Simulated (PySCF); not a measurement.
## Electronic structure of Sn²⁺ (tin, charge +2) at the UHF level

Configuration: [Kr] 4d10 5s2, closed-shell 1S. Calculation: PySCF 2.14, in def2-TZVP with the def2 core potential (28 electrons); scalar relativity through the core potential.

- Total energy: -212.582715 hartree
- One-electron energy: -362.4889 hartree
- Hartree (Coulomb) energy: 166.5949 hartree
- Exchange energy: -16.6888 hartree
- ⟨S²⟩: 0.0000
- ⟨L²⟩: 0.000
- Sum of ⟨r⟩: 22.51 bohr
- Sum of ⟨r²⟩: 32.39 bohr²
- Time after the integrals: 0.09 s of wall time on 1 thread of Intel(R) Xeon(R) 6975P-C (shared host)

```csv
shell,electrons,mean orbital energy (hartree),"rms radius, mean of both spins (bohr)"
4s,2,-6.49860,0.879
4p,6,-4.68311,0.953
4d,10,-1.94649,1.17
5s,2,-1.05787,2.42
```

Energies and moments cover only the electrons outside the core potential.
